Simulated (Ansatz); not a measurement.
A structure relaxed at PBE0-D4/def2-TZVP, charge 0, multiplicity 1:

Cartesian coordinates in Å:
```
C 0.1423 -0.9574 0.5520
W -0.0766 0.7993 -0.5570
F 0.7352 0.5954 -2.2061
S -2.1690 1.0903 -0.6593
S 0.8048 2.2909 0.6561
H 1.2122 -1.1571 0.6739
H -0.3325 -1.7761 0.0011
H -0.3165 -0.8852 1.5394
```

Task: Give its formula and SMILES.

Result: CH3FS2W, `[CH3][W]([F])(=[S])=[S]`.

Task: Point group (tolerance 0.08 Å, 0.16 Å for H)?

Result: Cs.

Task: Summarise the bond lengths by kind.

Result: 1 × C–W 2.089 Å; 3 × C–H 1.091 to 1.095 Å; 1 × F–W 1.849 Å; 2 × S–W 2.115 Å.

Program: Ansatz 0.2.0.
